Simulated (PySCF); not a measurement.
Atom-mapped SMILES (the numbers label the heavy atoms): `[O:1]=[C:2]([Cl:3])[C:4]([F:5])([F:6])[C:7]([F:8])([F:9])[C:10]([F:11])([F:12])[F:13]`.

Calculated, not measured (PySCF 2.14): coordinates at the PBE0-D3(BJ)/def2-SVP level, σ from GIAO-PBE0/pcSseg-1. Single conformer, relativity neglected, gas phase, fast rotation and ring inversion assumed for equivalent nuclei.

δ = σ(ref) − σ, references computed at the same level: ¹³C (184.41 ppm) vs TMS; ¹⁷O (334.56 ppm) against H2O; ³⁵Cl (943.27 ppm) against HCl; CFCl3 for ¹⁹F (177.25 ppm).

| atoms | nucleus | count | Hirshfeld charge | δ (ppm) |
| --- | --- | --- | --- | --- |
| C4 | ¹³C | 1 | 0.15 | 111.4 |
| Cl3 | ³⁵Cl | 1 | -0.01 | 468 |
| C7 | ¹³C | 1 | 0.14 | 111.4 |
| F11/F12/F13 | ¹⁹F | 3 | -0.07 | -92.0 |
| F8/F9 | ¹⁹F | 2 | -0.07 | -143.3 |
| F5/F6 | ¹⁹F | 2 | -0.07 | -134.7 |
| C10 | ¹³C | 1 | 0.24 | ? |
| O1 | ¹⁷O | 1 | -0.17 | ? |
| C2 | ¹³C | 1 | 0.15 | ? |

Problem. Estimate the values marked ?.

Solution. 
- C2: 173.7 ppm, carbonyl carbon
- C10: 122.9 ppm, CF3 carbon; 3 electronegative neighbours deshield it
- O1: 627.6 ppm, carbonyl oxygen

Carbons that carry Cl, above all several Cl atoms, come out too deshielded, partly because spin–orbit coupling is missing. Shifts are as computed. Against solution values, carbons near 30 ppm lie about +2 ppm off and those near 130 ppm about +5 ppm; carbons on Cl a further +5 ppm. Of 1211 compounds with measured shifts, 218 miss one by over three times the rms of a fit or turn the order of signals round; such compounds aren't used in these exercises. Unscaled 19F shifts against computed CFCl3 carry errors that often reach 10 to 50 ppm. Unscaled 17O shifts of doubly bonded oxygen tend to come out too high, by tens of ppm or more. Experimental scales use liquid or dissolved standards, which lie at an offset from isolated H2O (liquid H2O: subtract about 36 ppm).
